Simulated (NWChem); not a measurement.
Species: SiAsH4F; SMILES [SiH2](F)[AsH2]

```xyz
7

Si     0.5444    -1.1860     0.0087
F     -0.7659    -2.1380     0.0187
As    -0.1348     1.0954     0.0361
H      1.3582    -1.5478    -1.1817
H      1.3283    -1.4464     1.2456
H      1.3343     1.5353    -0.0578
H     -0.3001     1.1557    -1.4872
```
Atoms are numbered in this order, from 1.

Results from NWChem. Structure relaxed at the B3LYP/6-31G* (spherical d) level. Vertical excitations in the gas phase; the lowest state need not have the same character in each row.

Task: Among these, which level gives the lowest value of “lowest excitation, singlet (eV)”?
A. PBE/aug-cc-pVDZ, full TDDFT
B. PBE0/aug-cc-pVDZ, full TDDFT
C. B3LYP/aug-cc-pVDZ, full TDDFT

Result: A, PBE/aug-cc-pVDZ, full TDDFT. Values: PBE/aug-cc-pVDZ, full TDDFT 5.58; B3LYP/aug-cc-pVDZ, full TDDFT 5.92; PBE0/aug-cc-pVDZ, full TDDFT 6.05
